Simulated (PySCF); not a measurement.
B3LYP has the VWN-RPA correlation part, as in Gaussian. Delta-SCF ions had no search for a lower state. Excitations are Tamm–Dancoff values on a coarser integration grid. The basis has no diffuse functions, so Rydberg states are missing or too high.

Cartesian coordinates (Å):
```xyz
9

O     -0.7308    -1.0486     1.3281
Ge     0.0360    -0.0506     0.0695
O      0.0158    -1.1070    -1.3527
S      2.0472     0.5030     0.8498
S     -1.0430     1.7980    -0.5142
H     -0.8265    -0.5948     2.1724
H      0.1154    -2.0341    -1.1046
H      2.2636     1.4079    -0.1204
H     -1.8777     1.1263    -1.3279
```
Charge 0, multiplicity 1.

Task: What total energy, S1–T1 gap (TDA), HOMO–LUMO gap, T1 excitation (TDA), dipole moment, vertical ionisation energy (Delta-SCF), LUMO and S1 excitation (TDA) does B3LYP-D3(BJ)/def2-TZVP (PySCF) give?

Result: 
```
Item                                            Value
--------------------------------------  -------------
total energy                            -3026.5478 Ha
S1–T1 gap (TDA)                               0.41 eV
HOMO–LUMO gap                                 6.47 eV
T1 excitation (TDA)                           4.94 eV
dipole moment                                  0.60 D
vertical ionisation energy (Delta-SCF)        9.73 eV
LUMO                                         -1.11 eV
S1 excitation (TDA)                           5.35 eV
```
